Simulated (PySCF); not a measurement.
SMILES C[CH2][SnH]([O]C)[O]C (GFN2-xTB optimised geometry):

```
19

Sn     0.261    -1.427     0.000
C     -1.117    -2.331     1.453
C     -1.318    -1.496     2.696
O     -0.313    -2.249    -1.753
C      0.302    -2.098    -3.000
O     -0.348     0.499     0.000
C      0.021     1.502    -0.903
H      2.036    -1.427     0.000
H     -0.741    -3.324     1.687
H     -2.036    -2.422     0.874
H     -2.093    -1.953     3.311
H     -1.630    -0.488     2.438
H     -0.407    -1.435     3.285
H      0.072    -1.128    -3.449
H     -0.094    -2.887    -3.644
H      1.389    -2.208    -2.948
H     -0.456     2.422    -0.557
H     -0.327     1.287    -1.917
H      1.102     1.659    -0.930
```

Calculation: B3LYP/def2-SVP, def2 effective core potentials past Kr in PySCF 2.14.0.

Problem. What are the frontier orbital energies and the dipole moment?

Solution. HOMO-2 -7.24 eV, HOMO-1 -6.90 eV, HOMO -6.70 eV, LUMO -0.53 eV, LUMO+1 0.28 eV; dipole moment 1.53 D.

On the same geometry PySCF with PBE/def2-SVP, def2 effective core potentials past Kr gives HOMO-2 -5.96 eV, HOMO-1 -5.58 eV, HOMO -5.39 eV, LUMO -1.19 eV, LUMO+1 -0.32 eV; dipole moment 1.38 D.
